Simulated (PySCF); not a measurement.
CH5FNPSi.
SMILES: `C=N[Si@H](F)P`

Method: EOM-IP-CCSD/aug-cc-pVDZ in PySCF, restricted Hartree–Fock reference, 13 core orbitals frozen, non-relativistic, gas phase, PBE0-D3(BJ)/def2-SVP geometry.

Hartree–Fock orbital energies give these Koopmans values (eV): HOMO 10.30, HOMO-1 11.05, HOMO-2 12.25, HOMO-3 13.21, HOMO-4 14.38, HOMO-5 15.13, HOMO-6 16.97, HOMO-7 17.80.

Q: What vertical ionisation energies does EOM-IP-CCSD give?

A: 
| leading hole (HF orbital) | Koopmans (eV) | EOM-IP-CCSD (eV) | change (eV) | one-hole share |
| --- | --- | --- | --- | --- |
| HOMO-1 | 11.05 | 9.67 | -1.38 | 0.94 |
| HOMO | 10.30 | 9.95 | -0.35 | 0.95 |
| HOMO-2 | 12.25 | 11.67 | -0.58 | 0.95 |
| HOMO-3 | 13.21 | 12.73 | -0.48 | 0.95 |
| HOMO-4 | 14.38 | 13.61 | -0.77 | 0.94 |
| HOMO-5 | 15.13 | 13.72 | -1.41 | 0.94 |
| HOMO-6 | 16.97 | 15.10 | -1.87 | 0.93 |
| HOMO-7 | 17.80 | 15.45 | -2.35 | 0.94 |

Q: Does the order of the lines follow the orbital energies?

A: No: the HOMO-1 hole (9.67 eV) falls below the HOMO hole (9.95 eV). The corrections run from -2.35 to -0.35 eV, with a mean of -1.15 eV over the 8 lines; no line lies above its Koopmans value. Koopmans values leave out both the relaxation of the orbitals and the change in correlation energy.

Q: At what kinetic energies would He I light (21.22 eV) eject these electrons?

A: 11.55 eV (HOMO-1), 11.27 eV (HOMO), 9.55 eV (HOMO-2), 8.49 eV (HOMO-3), 7.61 eV (HOMO-4), 7.50 eV (HOMO-5), 6.12 eV (HOMO-6), 5.77 eV (HOMO-7).

Q: What total energy has the lowest final state, and which wavelength reaches it?

A: E(CCSD) + ionisation energy = -825.21207 + 0.35545 = -824.85662 Eh, at the geometry of the initial state. The threshold wavelength is 1239.84 eV nm/9.67 eV = 128.2 nm.

Lines less than 0.15 eV apart could change places at a higher level. One root was sought for each valence orbital with −ε under 21 eV, eight at most, so deeper holes and satellites are missing; no vibrational structure.

Conformer computed: `[CH2:1]=[N:2][Si@H:3]([F:4])[PH2:5]`: C1–N2–Si3–F4 -124°, H–P5–Si3–N2 -71°, H–P5–Si3–N2 -164°.

One conformer stands for the species.
